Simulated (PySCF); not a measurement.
# Telling isomers of C6H6F2O apart by NMR

Computational details: σ from GIAO-PBE0/pcSseg-1, GFN2-xTB geometry, in PySCF (one averaged value for each set of equivalent atoms, non-relativistic, a single conformation, in vacuum).

Scale: 1H, 13C vs TMS (reference shieldings calculated alike). Splittings of carbon signals by F and P are missing where no couplings were computed. Where no couplings were computed, multiplicities follow the n + 1 count of equivalent neighbours, and m marks all less simple cases (inequivalent or close neighbours, rings, F or P nearby). Shifts are as computed. Against solution values, carbons near 30 ppm lie about +3 ppm off and those near 130 ppm about +5 ppm. Of 1309 compounds with measured shifts, 239 miss one by over three times the rms of a fit or turn the order of signals round; such compounds aren't used in these exercises.

(1) Tabulate the signals of `CO/C(F)=C/C#CCF`, `FC/C(F)=C1/C=CCO1`, `C/C(=C\CF)C(F)=C=O` and their relative energies.

(2) What is the quickest way to tell CO/C(F)=C/C#CCF from C/C(=C\CF)C(F)=C=O?

(3) What is the quickest way to tell CO/C(F)=C/C#CCF from FC/C(F)=C1/C=CCO1?

(4) What is the quickest way to tell FC/C(F)=C1/C=CCO1 from C/C(=C\CF)C(F)=C=O?

Results:

(1) 
```json
{"SMILES": "CO/C(F)=C/C#CCF", "carbon types": "3×C 1×CH 1×CH2 1×CH3", "δC": "176.7, 94.6, 89.3, 74.4, 66.5, 55.1", "δH": "5.53 (m, 2H), 4.38 (m, 1H), 3.94 (s, 3H)", "E rel. (kcal/mol)": "32.6"}
{"SMILES": "FC/C(F)=C1/C=CCO1", "carbon types": "2×C 2×CH 2×CH2", "δC": "162.6, 150.2, 139.5, 130.4, 82.7, 81.1", "δH": "6.85 (m, 1H), 6.40 (m, 1H), 5.50 (m, 2H), 5.37 (m, 2H)", "E rel. (kcal/mol)": "0.0"}
{"SMILES": "C/C(=C\\CF)C(F)=C=O", "carbon types": "3×C 1×CH 1×CH2 1×CH3", "δC": "270.3, 133.2, 128.5, 123.9, 87.0, 13.1", "δH": "6.05 (m, 1H), 5.80 (m, 2H), 1.45 (s, 3H)", "E rel. (kcal/mol)": "15.7"}
```

Energies are electronic energies at PBE0/pcSseg-1 on these geometries, without zero-point or thermal terms, each for the one conformer computed, which needn't be the lowest.

(2) Both give the same number of carbon signals, with the same numbers of each carbon type, so the positions decide. The first has a β carbon of an enol-ether or enamine type C=C (CH) at 66.5 ppm, the second a central carbon of a ketene (C) at 270.3 ppm. Their most deshielded carbons lie at 176.7 and 270.3 ppm. In the proton spectra the most deshielded non-exchanging signals are 5.53 (m, 2H) and 6.05 (m, 1H).

(3) Both give the same number of carbon signals, but DEPT or the intensities differ. The first has an alkyne carbon (C) at 89.3 ppm, the second an alkene CH at 139.5 ppm. Their most deshielded carbons lie at 176.7 and 162.6 ppm. In the proton spectra the most deshielded non-exchanging signals are 5.53 (m, 2H) and 6.85 (m, 1H).

(4) Both give the same number of carbon signals, but DEPT or the intensities differ. The first has an alkene carbon bearing oxygen (C) at 162.6 ppm, the second a central carbon of a ketene (C) at 270.3 ppm. In the proton spectra the most deshielded non-exchanging signals are 6.85 (m, 1H) and 6.05 (m, 1H).
